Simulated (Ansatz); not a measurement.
Consider the atomization: `[SiH3][SiH2]I` → 5 H• + I• + 2 Si•.

Program: Ansatz. Geometries: PBE0-D4/def2-TZVP. ΔE: electronic, gas phase. CCSD(T)/CBS adds triple-zeta CCSD(T) − MP2 to the extrapolated MP2 energy (def2 sets, frozen cores). This one scheme is used for every species, atoms too. DFT in def2-TZVPP. Open shells (•) are unrestricted, without spin–orbit coupling. Spin–orbit coupling would lower the free atoms: a little for Si; strongly for I. def2 core potentials past Kr. For I outer-core shells are correlated without core-valence functions, so the limit isn't a true one: a few kJ/mol of doubt a bond, and 10 to 20 or more in all where bonds break to atoms.

| level | ΔE (kJ/mol) |
| --- | --- |
| PBE0-D4 | 2157.0 |
| CCSD(T)/def2-TZVPP | 2131.0 |

**Question.** What does CCSD(T)/CBS give? (Estimate.)

**Answer.** Computed: +2198.8 kJ/mol. The listed levels differ from it by -41.8, -67.8 kJ/mol.

Largest T1 diagnostic among the species: 0.012.

From BLYP to BHLYP (50 % exact exchange), in def2-TZVPP and without D4, ΔE moves by +32.4 kJ/mol. The D4 term adds +31.7 kJ/mol with B3LYP and +16.6 kJ/mol with PBE0; it sums over pairs of atoms, weighted by their polarisabilities, and B3LYP, whose exchange is more repulsive, gets the larger term. In def2-TZVPP, CCSD(T) changes the Hartree–Fock value by +466.2 kJ/mol (the triples alone add +21.8 kJ/mol) and MP2 by +450.3 kJ/mol; breaking electron pairs costs correlation energy, which Hartree–Fock lacks.

B3LYP here is the variant with VWN-RPA as its local correlation; programs differ in this.

For atomizations the MP2-based limit and the directly extrapolated one differ by several kJ/mol either way, and by 10 to 25 for some Ge, Se and Sn compounds, so smaller differences from it don't rank the levels.
